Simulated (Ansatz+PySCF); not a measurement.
A calculation with PySCF 2.14.0.

```python
from pyscf import gto, scf, cc

mol = gto.M(atom="""
Be 0.000000 0.000000 0.000000
S 0.000000 0.000000 2.260000
""", basis='sto-3g', charge=0, spin=0)
mf = scf.RHF(mol)
mf.kernel()
mycc = cc.CCSD(mf, frozen=6).run()
et = mycc.ccsd_t()
print(mf.e_tot, mycc.e_corr, et, mycc.e_tot + et)
```

The script is written out from the run's settings.

Results

| Item | Value |
| --- | --- |
| Converged | yes |
| Reference energy | -407.44740 hartree |
| CCSD correlation energy | -0.10405 hartree |
| Triples correction | -0.01200 hartree |
| Total energy | -407.56344 hartree |
| Spin squared of the determinant | 0.000 |

Caution: large share of triples, a single reference is doubtful; another spin multiplicity may lie lower; an unrestricted determinant lies well below.
